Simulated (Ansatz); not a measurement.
This geometry of BCl2F + ClH (6 atoms, charge 0, multiplicity 1) is a first-order saddle point.

Level of theory: RKS r2SCAN-D4/def2-SVP in Ansatz.

```xyz
6
Properties=species:S:1:pos:R:3
B 0.016 -0.285 -0.027
F 0.012 0.100 1.492
Cl 1.534 0.205 -0.778
Cl -1.531 0.131 -0.765
Cl 0.065 -2.223 0.583
H 0.041 -1.042 1.636
```

Question: Which two structures does it join? (They come from a converged band through this point; their orientation in space is the band's.)

Answer: Bonds broken: B1–F2, Cl5–H6. Bonds formed: B1–Cl5, F2–H6. BCl2F + ClH becomes BCl3 + FH.

First end point:

```xyz
6
Properties=species:S:1:pos:R:3
B 0.000 0.330 -0.120
F 0.006 0.468 1.196
Cl 1.523 0.327 -0.974
Cl -1.532 0.246 -0.952
Cl 0.085 -2.699 1.041
H 0.055 -1.787 1.951
```

Last end point:

```xyz
6
Properties=species:S:1:pos:R:3
B 0.020 -0.583 -0.485
F 0.014 0.130 2.037
Cl 1.516 0.222 -0.877
Cl -1.519 0.142 -0.862
Cl 0.067 -2.240 0.135
H 0.038 -0.785 2.194
```

Question: How far does it lie above each of them?

Answer: 26.7 kcal/mol above the first and 11.1 kcal/mol above the second. This is the barrier of this one path; another mechanism may lie lower. The orbitals stay closed-shell, which can raise the energy where a bond breaks towards radicals; this wasn't checked here.

The run took 9.5 min on 2 threads of Intel(R) Xeon(R) Platinum 8488C (Sapphire Rapids) (shared host), peak memory 0.18 GiB.
